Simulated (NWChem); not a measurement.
System: BF

Excerpt of the output:

```
             Northwest Computational Chemistry Package (NWChem) 7.3.0
             --------------------------------------------------------

                             Geometry "geometry" -> ""
                             -------------------------

 Output coordinates in angstroms (scale by  1.889725989 to convert to a.u.)

  No.       Tag          Charge          X              Y              Z
 ---- ---------------- ---------- -------------- -------------- --------------
    1 B                    5.0000     0.00000000     0.00000000    -0.81506600
    2 F                    9.0000     0.00000000     0.00000000     0.45957000

 Effective nuclear repulsion energy (a.u.)      18.6821776609

                              NWChem Property Module
                              ----------------------

                                 NWChem DFT Module
                                 -----------------

 Summary of "ao basis" -> "ao basis" (spherical)
 ------------------------------------------------------------------------------
       Tag                 Description            Shells   Functions and Types
 ---------------- ------------------------------  ------  ---------------------
 B                           6-31g*                  6       14   3s2p1d
 F                           6-31g*                  6       14   3s2p1d

            General Information
            -------------------
          SCF calculation type: DFT
          Wavefunction type:  closed shell.
          No. of atoms     :     2
          No. of electrons :    14
           Alpha electrons :     7
            Beta electrons :     7
          Charge           :     0
          Spin multiplicity:     1
          Use of symmetry is: off; symmetry adaption is: off
          Maximum number of iterations: 150
          AO basis - number of functions:    28
                     number of shells:    12
          Convergence on energy requested:  1.00D-06
          Convergence on density requested:  1.00D-05
          Convergence on gradient requested:  5.00D-04

              XC Information
              --------------
                         B3LYP Method XC Potential
                     Hartree-Fock (Exact) Exchange  0.200
                        Slater Exchange Functional  0.800 local
                    Becke 1988 Exchange Functional  0.720 non-local
              Lee-Yang-Parr Correlation Functional  0.810
                  VWN I RPA Correlation Functional  0.190 local

             Grid Information
             ----------------
          Grid used for XC integration:  medium
          Radial quadrature: Mura-Knowles
          Angular quadrature: Lebedev.
          Tag              B.-S. Rad. Rad. Pts. Rad. Cut. Ang. Pts.
          ---              ---------- --------- --------- ---------
          B                   0.85       49           5.0       434
          F                   0.50       49           6.0       434
          Grid pruning is: on
          Number of quadrature shells:    98
          Spatial weights used:  Erf1

      Superposition of Atomic Density Guess
      -------------------------------------

 Sum of atomic energies:        -123.89842052

      Non-variational initial energy
      ------------------------------

 Total energy =    -124.134403
 1-e energy   =    -208.418533
 2-e energy   =      65.601953
 HOMO         =      -0.301667
 LUMO         =       0.078368

   convergence    iter        energy       DeltaE   RMS-Dens  Diis-err
 ---------------- ----- ----------------- --------- --------- ---------
 d= 0,ls=0.0,diis     1   -124.6188169515 -1.43D+02  2.66D-02  2.99D-01
 d= 0,ls=0.0,diis     2   -124.5756908391  4.31D-02  1.28D-02  9.23D-01
 d= 0,ls=0.0,diis     3   -124.6558547335 -8.02D-02  2.19D-03  4.50D-03
 d= 0,ls=0.0,diis     4   -124.6562150493 -3.60D-04  4.86D-04  1.87D-04
 d= 0,ls=0.0,diis     5   -124.6562413731 -2.63D-05  1.62D-05  4.15D-07
 d= 0,ls=0.0,diis     6   -124.6562414178 -4.47D-08  3.10D-06  7.48D-09

         Total DFT energy =     -124.656241417822
      One electron energy =     -208.712814981052
           Coulomb energy =       79.845235229054
    Exchange-Corr. energy =      -14.470839326730
 Nuclear repulsion energy =       18.682177660906

 Numeric. integr. density =       13.999997764865

                       DFT Final Molecular Orbital Analysis
                       ------------------------------------

 Vector    5  Occ=2.000000D+00  E=-5.111092D-01
              MO Center= -6.0D-11,  7.5D-11,  3.5D-01, r^2= 5.5D-01
   Bfn.  Coefficient  Atom+Function         Bfn.  Coefficient  Atom+Function
  ----- ------------  ---------------      ----- ------------  ---------------
    18      0.495361  2 F  py                17     -0.402281  2 F  px
    22      0.327031  2 F  py                21     -0.265581  2 F  px
     4      0.116877  1 B  py                 3     -0.094916  1 B  px
     8      0.053459  1 B  py                 7     -0.043414  1 B  px

 Vector    6  Occ=2.000000D+00  E=-5.111092D-01
              MO Center=  2.2D-12, -1.3D-11,  3.5D-01, r^2= 5.5D-01
   Bfn.  Coefficient  Atom+Function         Bfn.  Coefficient  Atom+Function
  ----- ------------  ---------------      ----- ------------  ---------------
    17      0.495361  2 F  px                18      0.402281  2 F  py
    21      0.327031  2 F  px                22      0.265581  2 F  py
     3      0.116877  1 B  px                 4      0.094916  1 B  py
     7      0.053459  1 B  px                 8      0.043414  1 B  py

 Vector    7  Occ=2.000000D+00  E=-2.689473D-01
              MO Center= -5.6D-10,  6.1D-10, -1.2D+00, r^2= 1.2D+00
   Bfn.  Coefficient  Atom+Function         Bfn.  Coefficient  Atom+Function
  ----- ------------  ---------------      ----- ------------  ---------------
     6      0.712875  1 B  s                  5     -0.312850  1 B  pz
     2      0.274530  1 B  s                  1     -0.191546  1 B  s
    19      0.174781  2 F  pz                 9     -0.107779  1 B  pz
    23      0.103389  2 F  pz                20     -0.098740  2 F  s
    16     -0.063632  2 F  s                 12     -0.034845  1 B  d  0

 Vector    8  Occ=0.000000D+00  E=-2.363073D-02
              MO Center=  8.0D-11, -8.9D-11, -7.8D-01, r^2= 1.7D+00
   Bfn.  Coefficient  Atom+Function         Bfn.  Coefficient  Atom+Function
  ----- ------------  ---------------      ----- ------------  ---------------
     8      0.448392  1 B  py                 4      0.401551  1 B  py
     7     -0.401486  1 B  px                 3     -0.359546  1 B  px
    18     -0.198568  2 F  py                22     -0.194336  2 F  py
    17      0.177796  2 F  px                21      0.174007  2 F  px

 Vector    9  Occ=0.000000D+00  E=-2.363073D-02
              MO Center=  3.3D-11, -2.5D-11, -7.8D-01, r^2= 1.7D+00
   Bfn.  Coefficient  Atom+Function         Bfn.  Coefficient  Atom+Function
  ----- ------------  ---------------      ----- ------------  ---------------
     7      0.448392  1 B  px                 3      0.401551  1 B  px
     8      0.401486  1 B  py                 4      0.359546  1 B  py
    17     -0.198568  2 F  px                21     -0.194336  2 F  px
    18     -0.177796  2 F  py                22     -0.174007  2 F  py

 Vector   10  Occ=0.000000D+00  E= 1.608619D-01
              MO Center=  6.9D-12, -1.2D-11, -5.4D-01, r^2= 2.9D+00
   Bfn.  Coefficient  Atom+Function         Bfn.  Coefficient  Atom+Function
  ----- ------------  ---------------      ----- ------------  ---------------
     9      1.206767  1 B  pz                20     -0.983471  2 F  s
     6      0.937571  1 B  s                 23      0.302264  2 F  pz
     5      0.250499  1 B  pz                16     -0.149909  2 F  s
    19      0.129397  2 F  pz                 2     -0.124103  1 B  s
    15      0.083436  2 F  s                  1     -0.049624  1 B  s

     Multipole analysis of the density
     ---------------------------------

     L   x y z        total         alpha         beta         nuclear
     -   - - -        -----         -----         ----         -------
     0   0 0 0     -0.000000     -7.000000     -7.000000     14.000000

     1   1 0 0      0.000000      0.000000      0.000000      0.000000
     1   0 1 0     -0.000000     -0.000000     -0.000000      0.000000
     1   0 0 1      0.410581      0.147843      0.147843      0.114895

     2   2 0 0     -7.383581     -3.691790     -3.691790      0.000000
     2   1 1 0      0.000000      0.000000      0.000000      0.000000
     2   1 0 1     -0.000000     -0.000000     -0.000000      0.000000
     2   0 2 0     -7.383581     -3.691790     -3.691790      0.000000
     2   0 1 1      0.000000      0.000000      0.000000      0.000000
     2   0 0 2    -10.049513    -14.349706    -14.349706     18.649898

 *** CALLING NEW AORESP DRIVER FOR CLOSED AND OPEN SHELLS ***
 Entering AOResponse driver routine

--------------------------------------------------------------------------------

          -----------------------------------------------
          Solving response equations for perturbing field
          -----------------------------------------------

 number of frequencies:     1
 frequency in a.u.:  0.7730000E-01
 Perturbing field: electric
 Using El. Dipole Length Gauge

[...]

 DFT Linear Response polarizability / au
 Frequency  =       0.0773000 / au
 Wavelength =     589.4353558 / nm
              X              Y              Z
 -----------------------------------------------
 X      16.6253875     -0.0000000     -0.0000000
 Y      -0.0000000     16.6253875      0.0000000
 Z      -0.0000000      0.0000000     14.1758886
 -----------------------------------------------
 Eigenvalues =      16.6253875     16.6253875     14.1758886
 Isotropic   =      15.8088879
 Anisotropic =       2.4494989
 -----------------------------------------------

 Magnetic Dipole Response Matrix (nonzero elements):

 Exiting AOResponse driver routine
```

Level: B3LYP/6-31G* (spherical d). Coordinates come from a PBE-D3(BJ)/def2-SVP optimisation.

Q: Reconstruct the input file.

A: This is not unique; one that fits is the input that was run:
```
start job
memory heap 200 mb stack 900 mb global 1100 mb
geometry units angstroms noautosym nocenter noautoz
  B      0.000000     0.000000    -0.815066
  F      0.000000     0.000000     0.459570
end
basis spherical
  B library 6-31g*
  F library 6-31g*
end
dft
  xc b3lyp
  iterations 150
end
property
  response 1 0.0773
end
task dft property
```
